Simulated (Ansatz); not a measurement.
One change: `O=C=N[Si](F)(Cl)Cl` becomes `O=C=N[Si](Cl)(Cl)Cl`.

Ansatz, PBE0-D4/def2-TZVP geometries, multiplicity 1. Each molecule was computed in one conformer, which needn't be the lowest.

```tsv
property	`O=C=N[Si](F)(Cl)Cl`
HOMO energy (PBE/def2-TZVPP) / eV	-7.99
HOMO–LUMO gap (B3LYP/def2-TZVPP) / eV	8.58
size of the dipole moment (B3LYP/def2-TZVPP) / D	0.46
LUMO energy (B3LYP/def2-TZVPP) / eV	-0.57
HOMO–LUMO gap (PBE/def2-TZVPP) / eV	6.64
LUMO energy (PBE0/def2-TZVPP) / eV	-0.34
```

Problem. Give the same properties after the change, and the shifts. (Best estimate.)

Solution. Ansatz gave: 
```
                                        property  `O=C=N[Si](Cl)(Cl)Cl`  shift
               HOMO energy (PBE/def2-TZVPP) / eV                  -7.91   0.08
           HOMO–LUMO gap (B3LYP/def2-TZVPP) / eV                   8.46  -0.12
size of the dipole moment (B3LYP/def2-TZVPP) / D                   0.50   0.04
             LUMO energy (B3LYP/def2-TZVPP) / eV                  -0.60  -0.03
             HOMO–LUMO gap (PBE/def2-TZVPP) / eV                   6.53  -0.11
              LUMO energy (PBE0/def2-TZVPP) / eV                  -0.36  -0.02
```

Dipoles are sizes alone; their direction can turn.

B3LYP here is the variant with VWN-RPA as its local correlation; programs differ in this.
